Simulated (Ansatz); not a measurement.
Two structures of SiN₂H₇F, closed shell, reached by relaxing down either side of one saddle point (PBE0-D4/def2-TZVP). Energies are electronic, without zero-point energy. Program: Ansatz 0.2.0. Basis: def2-TZVPP and def2-QZVPP. Cores are frozen in the correlated methods. Extrapolation: Hartree–Fock as exp(−7.88 √X), correlation as X^−2.97. First:

| atom | x (Å) | y (Å) | z (Å) |
| --- | --- | --- | --- |
| Si1 | -0.1722 | -0.9377 | -0.0134 |
| N2 | 1.0695 | 0.0987 | -0.6902 |
| H3 | -0.6582 | -2.0101 | -0.9230 |
| H4 | 0.5216 | -1.5664 | 1.1435 |
| N5 | -1.5028 | 0.0703 | 0.3000 |
| H6 | 0.9500 | 1.4057 | 0.3381 |
| F7 | 0.7351 | 2.0907 | 0.9802 |
| H8 | 2.0146 | -0.2609 | -0.6609 |
| H9 | 0.8828 | 0.4772 | -1.6102 |
| H10 | -1.3924 | 0.9016 | 0.8610 |
| H11 | -2.4482 | -0.2692 | 0.2749 |

Second:

| atom | x (Å) | y (Å) | z (Å) |
| --- | --- | --- | --- |
| Si1 | -0.6769 | -0.1135 | 0.3153 |
| N2 | 2.0787 | 0.0725 | -0.8797 |
| H3 | -0.6184 | -1.0307 | -0.8387 |
| H4 | 0.3030 | -0.3184 | 1.3989 |
| N5 | -2.2180 | -0.3270 | 1.0177 |
| H6 | 2.9062 | 0.0620 | -0.2965 |
| F7 | -0.4764 | 1.3863 | -0.2446 |
| H8 | 2.3105 | -0.3989 | -1.7452 |
| H9 | 1.8731 | 1.0389 | -1.1026 |
| H10 | -2.4376 | 0.0494 | 1.9252 |
| H11 | -3.0444 | -0.4206 | 0.4502 |

Question: Which bonds change from the first to the second?

Answer: SiN₂H₆ ([NH2][SiH2][NH2]) + HF → SiNH₄F ([NH2][SiH2][F]) + NH₃; bonds formed: Si1–F7, N2–H6; bonds broken: Si1–N2, H6–F7.

Question: Give the saddle point's structure and its height above each. (An estimate is asked for; the value comes from the calculation.)

Answer: The calculation gives: 0.637 eV above the first and 1.247 eV above the second (CCSD(T) at an estimated basis limit (MP2 extrapolated from triple and quadruple zeta, plus CCSD(T) − MP2 in triple zeta)).
```xyz
11
angstrom
Si -0.1028 -0.6364 0.2428
N 1.1432 0.2399 -0.8095
H -0.4519 -1.8098 -0.6275
H 0.6479 -1.2120 1.3770
N -1.5959 0.1541 0.3210
H 1.1208 1.0330 0.0527
F 0.5778 1.2356 1.1704
H 2.0293 -0.2362 -0.9269
H 0.7958 0.5505 -1.7080
H -1.7210 0.9659 0.9005
H -2.4434 -0.2845 0.0075
```

The T1 diagnostic stays at or below 0.012.

Steps of this kind, hydrogen fluoride cutting a network bond, underlie vapour etching and the fluorination step of atomic layer etching.

Labels in which every atom is bracketed show which atoms are joined, not bond orders.

For scale, one of the runs: CCSD(T)/def2-TZVPP, 233 basis functions, launched by `ansatz run in.yaml --threads 4 --pin off --events-out ev --progress --plain --max-ram 9574MiB`. Time: 91 s of wall clock on 4 CPU threads of an Arm Neoverse V1; the host was shared. Peak host memory: 4.2 GiB.
